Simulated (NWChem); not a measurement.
# trimethylboroxine (C3H9B3O3); SMILES B1(OB(C)OB(O1)C)C

Results from NWChem. Pople sets run with spherical d functions. STO-3G and 3-21G are far too small for this property and stand as cheap habits. Geometry: optimised at PBE0/def2-SVP. No frequency run checked for a minimum. B3LYP is NWChem's, with the RPA form of VWN correlation. Field at 589 nm.

```json
[
 {"level": "B3LYP/STO-3G", "isotropic polarisability (bohr³)": "43.3", "anisotropy (bohr³)": "28.8", "relative time": "1"},
 {"level": "B3LYP/6-31G*", "isotropic polarisability (bohr³)": "70.1", "anisotropy (bohr³)": "27.1", "relative time": "4"},
 {"level": "B3LYP/def2-SVP", "isotropic polarisability (bohr³)": "72.6", "anisotropy (bohr³)": "26.8", "relative time": "4"}
]
```

The last column is a rough cost ratio, cheapest run = 1.
